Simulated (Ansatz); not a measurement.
Cost and result for the atomization energy of C$_{2}$H$_{7}$NOSi$_{2}$, SMILES `N[SiH]1C=C([SiH3])O1` (13 atoms, 13 bonds).

```xyz
13

N     2.679   -0.879    0.119
Si    1.261   -0.248    0.785
C    -0.379   -0.987    0.432
C    -0.667    0.226   -0.086
Si   -2.248    0.968   -0.771
O     0.468    1.033   -0.043
H     2.719   -1.288   -0.799
H     3.588   -0.653    0.484
H     1.601    0.181    2.161
H    -1.041   -1.827    0.561
H    -2.024    1.427   -2.165
H    -3.301   -0.079   -0.742
H    -2.656    2.125    0.065
```

The species carries charge 0 and has multiplicity 1. Geometry: relaxed with PBE0-D4/def2-TZVP. It is one conformer, not always the lowest. Program: Ansatz. All runs use 2 threads of an AMD EPYC 7R13 on a shared host and a share of an NVIDIA H100 80 GB. Times are those of one run each, without the atoms' runs, and a repeat can differ threefold. Electronic energies, without spin–orbit coupling; frozen cores. CCSD(T)/CBS adds CCSD(T) − MP2 in def2-TZVPP to the MP2 limit, and its time is that of the two runs behind it. T1 = 0.014. B3LYP takes the VWN-RPA correlation (the form of Gaussian; ORCA's B3LYP/G).

CCSD(T)/CBS is a level of theory with its own doubt, some kJ/mol a heavy atom from the limit and from the frozen cores, so smaller differences don't rank the functionals.

```tsv
level	functions	wall time	atomization (kcal/mol)	difference from CCSD(T)/CBS	per bond
B2PLYP/def2-TZVPP	306	12 s	1155.8	-14.3	-1.1
ωB97X-V/def2-TZVPP	306	12 s	1176.1	6.0	0.5
ωB97M-V/def2-TZVPP (with forces)	306	12 s	1174.5	4.4	0.3
B3LYP-D4/def2-TZVPP (with forces)	306	13 s	1168.5	-1.6	-0.1
CCSD(T)/def2-TZVPP	306	14 s	1134.5	-35.6	-2.7
PBE-D4/def2-TZVPP (with forces)	306	15 s	1190.3	20.2	1.6
r2SCAN-D4/def2-TZVPP (with forces)	306	15 s	1170.5	0.4	0.0
PBE0-D4/def2-TZVPP	306	15 s	1167.9	-2.2	-0.2
MP2/def2-QZVPP	578	17 s	1177.2	7.1	0.5
CCSD(T)/CBS(def2)	–	31 s	1170.1	0.0	0.0
```

The D4 term adds +12.1 kcal/mol with B3LYP and +6.4 kcal/mol with PBE0; it sums over pairs of atoms, weighted by their polarisabilities, and B3LYP, whose exchange is more repulsive, gets the larger term. In def2-TZVPP, CCSD(T) changes the Hartree–Fock value by +303.8 kcal/mol (the triples alone add +19.8 kcal/mol) and MP2 by +325.2 kcal/mol; breaking electron pairs costs correlation energy, which Hartree–Fock lacks. From PBE to PBE0 (25 % exact exchange), in def2-TZVPP and without D4, the atomization energy moves by −21.3 kcal/mol: exact exchange takes away binding that semilocal exchange gives to molecules.
